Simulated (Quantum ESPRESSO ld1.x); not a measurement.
Question: These are the eigenvalues of the occupied orbitals of an atom or ion with whole-number occupations (hartree). Method: Dirac Kohn-Sham, BLYP, spin-unpolarised, spherical densities, point nucleus; computed with ld1.x of Quantum ESPRESSO 7.5.

1s1/2: -2880.1650
2s1/2: -507.1206
2p1/2: -486.0748
2p3/2: -422.5081
3s1/2: -120.5308
3p1/2: -111.0977
3p3/2: -97.1243
3d3/2: -81.4398
3d5/2: -78.4283
4s1/2: -27.3566
4p1/2: -23.3572
4p3/2: -20.0275
4d3/2: -13.4838
4d5/2: -12.8648
5s1/2: -5.5773
4f5/2: -4.5039
4f7/2: -4.3767
5p1/2: -4.2887
5p3/2: -3.7201
5d3/2: -1.9618
5d5/2: -1.8967

Which element is it, and in what charge state? The configuration may be excited. Open shells, if any, fill j = l - 1/2 first.

Answer: Z = 78, platinum, charge +4: Pt4+ in [Xe] 4f14 5d6. The list shows which subshells hold electrons but not how many an open one holds; the 1s level, -2880.2 hartree, gives Z - s = 75.9 by -(Z - s)^2/2, which with screening and relativity narrows Z to a few neighbours, and the depths of the outer levels then fix element, charge and occupations together.
